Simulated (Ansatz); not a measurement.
Start from `CC[Si](N)(O)Br` and change one atom or group to get `C[Si](N)(O)Br`.

Ansatz, PBE0-D4/def2-TZVP geometries, multiplicity 1. Each molecule was computed in one conformer, which needn't be the lowest.

Scalar relativity is left out up to krypton.

```csv
property,`CC[Si](N)(O)Br`
HOMO–LUMO gap (PBE/def2-TZVPP) / eV,5.97
LUMO energy (PBE0/def2-TZVPP) / eV,0.56
HOMO energy (PBE/def2-TZVPP) / eV,-6.24
HOMO–LUMO gap (ωB97M-V/def2-TZVPP) / eV,11.98
size of the dipole moment (ωB97M-V/def2-TZVPP) / D,2.50
LUMO energy (B3LYP/def2-TZVPP) / eV,0.21
```

(1) Give the same properties after the change, and the shifts. (An estimate is asked.)

## Answers

(1) Ansatz gave: 
| property | `C[Si](N)(O)Br` | shift |
| --- | --- | --- |
| HOMO–LUMO gap (PBE/def2-TZVPP) / eV | 6.11 | 0.14 |
| LUMO energy (PBE0/def2-TZVPP) / eV | 0.66 | 0.10 |
| HOMO energy (PBE/def2-TZVPP) / eV | -6.29 | -0.05 |
| HOMO–LUMO gap (ωB97M-V/def2-TZVPP) / eV | 12.04 | 0.06 |
| size of the dipole moment (ωB97M-V/def2-TZVPP) / D | 1.17 | -1.33 |
| LUMO energy (B3LYP/def2-TZVPP) / eV | 0.30 | 0.09 |

Dipoles are sizes alone; their direction can turn.

B3LYP here is the variant with VWN-RPA as its local correlation; programs differ in this.

Spin–orbit coupling is left out; it splits and shifts lone-pair levels of the heavy atoms by tenths of an eV.
